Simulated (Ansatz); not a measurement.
Isolated molecules relaxed with PBE0-D4/def2-TZVP in Ansatz; ΔE leaves out vibrations. CCSD(T)/CBS adds triple-zeta CCSD(T) − MP2 to the extrapolated MP2 energy (def2 sets, frozen cores). Double bonds are as drawn, so ΔE can hold a change between cis and trans. Functionals use def2-TZVPP. def2 core potentials past Kr. For Sn outer-core shells are correlated without core-valence functions, which leaves a few kJ/mol of doubt a bond. Each species was taken in one conformer, which may not be the lowest.

Reaction (formal exchange of groups at the Sn–C bond): `[CH3][SnH2]/[CH]=C\F` + `COB[SiH3]` → `[CH3][SnH2][BH][SiH3]` + `CO/C=C/F`

CCSD(T)/CBS gives +216.3 kJ/mol.

(1) Another level gave +216.7 kJ/mol. Which?
A. PBE-D4/def2-TZVPP
B. HF/def2-TZVPP
C. SCS-MP2/def2-TZVPP
D. ωB97X-V/def2-TZVPP

Largest T1 diagnostic among the species: 0.014.

## Answers

(1) B. HF/def2-TZVPP 216.7, PBE-D4 202.1, ωB97X-V 211.2, SCS-MP2/def2-TZVPP 224.8 kJ/mol.
